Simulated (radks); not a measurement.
The nickel ion Ni3+, configuration [Ar] 3d7.

All-electron calculation, scalar-relativistic Kohn-Sham, LDA (Slater exchange, Perdew-Wang correlation), spin-polarised, spherical densities, finite nucleus; open shells are filled with parallel spins first; Fermi nuclear charge, rms radius 3.7757 fm. Program: a radial shooting solver on a logarithmic mesh with Libxc functionals.

Energy parts (eV):
| part | energy |
|---|---|
| total | -41245.754 |
| kinetic | 41803.091 |
| electron-nucleus | -98084.200 |
| Hartree | 16660.400 |
| exchange-correlation | -1625.045 |

Orbitals (lengths in bohr, moments of r in powers of bohr):
[
 {"orbital": "1s up", "occ.": "1", "eigenvalue (eV)": "-8235.163", "<1/r>": "28.04", "<r^2>": "0.003947"},
 {"orbital": "1s down", "occ.": "1", "eigenvalue (eV)": "-8235.143", "<1/r>": "28.05", "<r^2>": "0.003947"},
 {"orbital": "2s up", "occ.": "1", "eigenvalue (eV)": "-1020.914", "<1/r>": "6.054", "<r^2>": "0.07117"},
 {"orbital": "2s down", "occ.": "1", "eigenvalue (eV)": "-1018.982", "<1/r>": "6.061", "<r^2>": "0.07102"},
 {"orbital": "2p up", "occ.": "3", "eigenvalue (eV)": "-885.0182", "<1/r>": "5.949", "<r^2>": "0.05711"},
 {"orbital": "2p down", "occ.": "3", "eigenvalue (eV)": "-883.5309", "<1/r>": "5.956", "<r^2>": "0.05695"},
 {"orbital": "3s up", "occ.": "1", "eigenvalue (eV)": "-151.5632", "<1/r>": "1.932", "<r^2>": "0.6249"},
 {"orbital": "3s down", "occ.": "1", "eigenvalue (eV)": "-148.0108", "<1/r>": "1.924", "<r^2>": "0.6293"},
 {"orbital": "3p up", "occ.": "3", "eigenvalue (eV)": "-112.0888", "<1/r>": "1.793", "<r^2>": "0.6951"},
 {"orbital": "3p down", "occ.": "3", "eigenvalue (eV)": "-108.6237", "<1/r>": "1.783", "<r^2>": "0.7032"},
 {"orbital": "3d up", "occ.": "5", "eigenvalue (eV)": "-48.7690", "<1/r>": "1.468", "<r^2>": "0.9955"},
 {"orbital": "3d down", "occ.": "2", "eigenvalue (eV)": "-45.5021", "<1/r>": "1.444", "<r^2>": "1.050"}
]

The highest occupied level is 3d down at -45.502 eV. The density falls to 0.001 e/bohr^3 at r = 2.67 bohr. The spin density at the nucleus is -0.922 e/bohr^3 (1s -0.091, 2s -1.981, 3s 1.150). Summed over all electrons, <r^2> = 13.02 bohr^2, which gives a Langevin (diamagnetic) susceptibility term of -10.3 x 10^-6 cm^3/mol.
